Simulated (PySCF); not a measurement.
Choosing a molecule for a target property.

All species are isolated and taken at one optimised geometry, non-relativistic unless stated. Electronic properties by PySCF.

Dipoles, sizes and rotational constants follow the conformer. The torsions of the flexible species, by atom-mapped SMILES:
- `[OH:1][Si@H:2]([O:3][SiH3:4])[n:5]1[cH:6][cH:7][cH:8][cH:9]1`: O1–Si2–O3–Si4 -110°, O1–Si2–N5–C6 -28°, H–O1–Si2–O3 -48°
- `[CH3:1][CH2:2][CH2:3][C@@H:4]1[CH2:5][C@H:6]1[O:7][CH3:8]`: C1–C2–C3–C4 -179°, C2–C3–C4–C5 152°, C5–C6–O7–C8 -82°
- `[H]/[N:6]=[CH:5]/[CH2:4][C:3]#[C:2][CH3:1]`: C3–C4–C5–N6 130°
- `[CH3:1][NH:2][Si@@:3]1([C:4]#[N:5])[CH2:6][CH2:7][C@@H:8]1[S:9][CH3:10]`: C1–N2–Si3–C4 -41°, C7–C8–S9–C10 73°
- `[CH3:1][C:2]#[C:3][C:4]#[C:5][CH2:6][CH2:7][SiH:8]([CH3:9])[CH3:10]`: C5–C6–C7–Si8 178°, C6–C7–Si8–C9 -176°
- `[N:1]#[C:2][CH2:3][P:4]([NH2:5])[c:6]1[cH:7][cH:8][s:9][cH:10]1`: C2–C3–P4–N5 -159°, C3–P4–C6–C7 -74°, H–N5–P4–C3 164°, H–N5–P4–C3 -78°

The conformers of `FC(F)[C@@]12C=CC[C@]1(F)C2` and `O[SiH]1O[SiH2]O[SiH2]O1` aren't listed.

(1) Wanted: smallest rotational constant below 0.7 GHz (GFN2-xTB) and dipole moment above 4 D (PBE0/pcSseg-1), at GFN2-xTB geometries. Which candidate meets both?
A. `CN[Si@@]1(C#N)CC[C@@H]1SC`
B. `O[Si@H](O[SiH3])n1cccc1`
C. `[H]/N=C/CC#CC`
D. `CC#CC#CCC[SiH](C)C`
E. `CCC[C@@H]1C[C@H]1OC`

(2) Wanted: HOMO–LUMO gap between 6.7 eV and 7.2 eV (PBE0/pcSseg-1) and HOMO energy below -6.8 eV (PBE0/pcSseg-1), at GFN2-xTB geometries. Which candidate meets both?
A. `O[SiH]1O[SiH2]O[SiH2]O1`
B. `O[Si@H](O[SiH3])N1C=CC=C1`
C. `FC(F)[C@@]12C=CC[C@]1(F)C2`
D. `CCC[C@@H]1C[C@H]1OC`
E. `N#CCP(N)C1=CSC=C1`
F. `[H]/N=C/CC#CC`
G. `CN[Si@@]1(C#N)CC[C@@H]1SC`

Answers

(1) A. Computed values:
| species | smallest rotational constant | dipole moment |
| --- | --- | --- |
| CC#CC#CCC[SiH](C)C | 0.263 GHz | 0.61 D |
| CN[Si@@]1(C#N)CC[C@@H]1SC | 0.564 GHz | 5.61 D |
| O[Si@H](O[SiH3])n1cccc1 | 0.616 GHz | 2.57 D |
| CCC[C@@H]1C[C@H]1OC | 0.788 GHz | 1.11 D |
| [H]/N=C/CC#CC | 1.341 GHz | 2.06 D |

(2) F. Computed values:
```
                   species  HOMO–LUMO gap  HOMO energy
 CN[Si@@]1(C#N)CC[C@@H]1SC        5.71 eV     -6.31 eV
         N#CCP(N)C1=CSC=C1        5.86 eV     -6.61 eV
 O[Si@H](O[SiH3])N1C=CC=C1        6.29 eV     -6.14 eV
             [H]/N=C/CC#CC        7.16 eV     -7.20 eV
FC(F)[C@@]12C=CC[C@]1(F)C2        7.30 eV     -7.37 eV
       CCC[C@@H]1C[C@H]1OC        8.69 eV     -7.06 eV
   O[SiH]1O[SiH2]O[SiH2]O1        9.30 eV     -8.63 eV
```
